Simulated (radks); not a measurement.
Problem. These are the eigenvalues of the occupied orbitals of an atom or ion with whole-number occupations (hartree). Calculated with a radial shooting solver on a logarithmic mesh with Libxc functionals: scalar-relativistic Kohn-Sham, BLYP, spin-polarised, spherical densities, finite nucleus; Fermi nuclear charge, rms radius of each element as measured or else 0.836 A^(1/3) + 0.57 fm.

| orbital | eigenvalue |
|---|---|
| 1s up | -3276.843 |
| 1s down | -3276.835 |
| 2s up | -688.9011 |
| 2s down | -688.3579 |
| 2p up | -611.1257 |
| 2p down | -610.6818 |
| 3s up | -252.0070 |
| 3s down | -251.3754 |
| 3p up | -229.3666 |
| 3p down | -228.7370 |
| 3d up | -208.0235 |
| 3d down | -207.2396 |

Which element is it, and in what charge state? The configuration may be excited. Open shells, if any, are filled with parallel spins first.

Solution. Z = 81, thallium, charge +56: Tl56+ in [Ar] 3d7. The list shows which subshells hold electrons but not how many an open one holds; the 1s level, -3276.8 hartree, gives Z - s = 81.0 by -(Z - s)^2/2, which with screening and relativity narrows Z to a few neighbours, and the depths of the outer levels then fix element, charge and occupations together.
